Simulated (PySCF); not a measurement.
3-methylanisole, C8H10O.
Bonds: C1–O2, O2–C3, C3–C4 (aromatic), C4–C5 (aromatic), C5–C6 (aromatic), C6–C7 (aromatic), C7–C8, C7–C9 (aromatic), C3–C9 (aromatic). Hydrogens: H10, H11, H12 on C1; H13 on C4; H14 on C5; H15 on C6; H16, H17, H18 on C8; H19 on C9.

NICS = −σ at a ghost point: NICS(0) at the centroid of the ring atoms, NICS(1) 1 Å to either side along the normal of their mean plane, zz for the tensor component along that normal. Level: GIAO CAM-B3LYP/pcSseg-1 (PySCF, non-relativistic, gas phase) on the PBE0-D3(BJ)/def2-SVP geometry, one conformer.

Ring bond lengths (Å): C3–C4 1.398, C4–C5 1.396, C5–C6 1.389, C6–C7 1.403, C7–C9 1.393, C9–C3 1.401.

Problem. Give the NICS values of each ring in ppm.

Solution. 
| ring | type | NICS(0) | NICS(1), two faces | NICS(1)zz, two faces | rms pucker (Å) | centre to ring atoms, mean (Å) |
| --- | --- | --- | --- | --- | --- | --- |
| C3–C4–C5–C6–C7–C9 | 6-membered carbocycle; formal bonds all aromatic | -9.3 | -10.9 / -11.0 | -26.2 / -26.5 | 0.00 | 1.40 |

Problem. What do they say, and how far can they be read as aromaticity?

Solution. 
- C3–C4–C5–C6–C7–C9: mean NICS(1)zz -26.4 ppm, shielded. For a flat ring without four-coordinate atoms the NICS criterion counts such a value as aromatic.

Problem. And the bond-length index? HOMA = 1 − mean of α(R − Ropt)² over the ring bonds, with Krygowski's 1993 parameters (CC: Ropt 1.388 Å, α 257.7 Å⁻²).

Solution. 
- C3–C4–C5–C6–C7–C9: HOMA 0.97 = 1 − EN − GEO, with mean bond length 1.397 Å, EN = α(Ropt − mean)² = 0.020 and GEO = α × variance = 0.006. The geometric and the magnetic index point the same way.

Problem. Give the inner angles of the rings.

Solution. 
- C3–C4–C5–C6–C7–C9: C3 119.8°, C4 118.9°, C5 121.2°, C6 120.2°, C7 118.7°, C9 121.2°; sum 720.0° against 720° for a flat convex ring.

Problem. How shielded are the nuclei of the rings and their hydrogens (means over atoms taken as equivalent)?

Solution. 
```tsv
atoms	environment	σ isotropic (ppm)	principal values of the symmetric part, first atom (ppm)
C3	aromatic carbon bearing oxygen	12.7	-77.3, 3.1, 112.2
C4	aromatic CH carbon	70.7	-20.4, 54.5, 177.9
C5	aromatic CH carbon	43.6	-72.4, 33.0, 170.4
C6	aromatic CH carbon	53.5	-52.4, 53.3, 159.8
C7	substituted aromatic carbon	32.8	-77.0, 4.4, 170.9
C9	aromatic CH carbon	56.5	-31.6, 54.7, 146.3
H13	aromatic hydrogen	24.94	20.7, 24.8, 29.4
H14	aromatic hydrogen	24.08	20.6, 24.6, 27.0
H15	aromatic hydrogen	24.53	21.0, 24.4, 28.2
H19	aromatic hydrogen	24.43	20.2, 23.4, 29.7
```

Problem. How do the values depend on the level or the medium?

Solution. 
```json
{"level": "CAM-B3LYP/pcSseg-1, gas", "NICS(0), C3–C4–C5–C6–C7–C9": "-9.3", "mean NICS(1)zz, C3–C4–C5–C6–C7–C9": "-26.4"}
{"level": "PBE0/pcSseg-1, gas", "NICS(0), C3–C4–C5–C6–C7–C9": "-9.3", "mean NICS(1)zz, C3–C4–C5–C6–C7–C9": "-26.2"}
```

The geometry is the same throughout.

Hardware: an x86-64 server with one thread, on a shared host. Cost: 45 s wall, 38 s CPU. This is the whole shielding run at CAM-B3LYP/pcSseg-1, SCF included.

Conformer computed: `[CH3:1][O:2][c:3]1[cH:4][cH:5][cH:6][c:7]([CH3:8])[cH:9]1`: C1–O2–C3–C4 1°.
